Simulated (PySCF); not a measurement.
HSe, SMILES [SeH] (connectivity only; charge and spin as stated), charge -1, multiplicity 1. Coordinates come from a PBE0-D3(BJ)/def2-TZVPD optimisation. The multiplicity is an assumed one; other spin states were not compared.

Calculation: PBE0-D3(BJ)/def2-TZVPD (PySCF).

Harmonic wavenumbers (cm⁻¹): 2394. Rotational constants (GHz): 233.9 (linear); symmetry number 1.

**Question.** Work out the zero-point energy and the ideal-gas rigid-rotor harmonic-oscillator thermochemistry at 298.15 K and 1 atm.

**Answer.** ZPE = ½ Σ hcν = ½ × 2394 cm⁻¹ = 3.42 kcal/mol. H − E(el) = 5.50 kcal/mol. Entropy in cal/(mol K): translation 39.05, rotation 8.50, vibration 0.00, total 47.56. G − E(el) = -8.68 kcal/mol. Cp = 6.96 cal/(mol K).
